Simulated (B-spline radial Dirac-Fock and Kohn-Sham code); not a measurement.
## Binding energies of Ru⁺ at several levels of theory

System: ruthenium as Ru⁺ in the configuration [Kr] 4d7.

The density-functional columns are spherical, spin-unpolarised Dirac-Kohn-Sham results without Breit or QED terms: −ε is minus the orbital energy of the initial state and ΔSCF the difference of two total energies. The reference in the last column comes from ΔSCF Dirac-Fock with Breit, self-energy and vacuum polarisation, finite nucleus, configuration average. All numbers are from a radial B-spline solver, in eV; a selection of levels is shown. The Kohn-Sham columns are given as differences from the reference. For the 1s level of heavy atoms much of the gap between ΔSCF and the reference is the Breit and QED part, -63.3 eV here; for other levels the error of the functional can be larger.

```
level  PBE −ε − DF  PBE ΔSCF − DF  LDA −ε − DF  LDA ΔSCF − DF  Dirac-Fock
   1s       -201.0          +86.4       -230.0          +56.6     22133.7
   2s        -88.0          -39.9        -91.3          -43.0      3247.0
2p1/2        -65.3           -5.1        -66.3           -6.0      2984.8
2p3/2        -67.2           -9.9        -68.0          -10.6      2855.8
   3s        -42.5          -26.4        -43.6          -27.4       604.9
3p1/2        -33.2          -16.8        -33.5          -17.0       502.7
3p3/2        -33.0          -17.0        -33.2          -17.2       480.2
3d5/2        -17.5           -0.5        -17.1           -0.1       296.0
   4s        -13.6           -6.3        -13.4           -6.2       97.30
4p1/2         -8.9           -2.0         -8.7           -1.8       65.06
4p3/2         -8.9           -2.1         -8.8           -2.0       61.72
   4d         -3.6           +2.0         -3.4           +2.3       16.17
```

Values without a named source are computed, but for edge energies of neutral atoms, which are taken from tables.
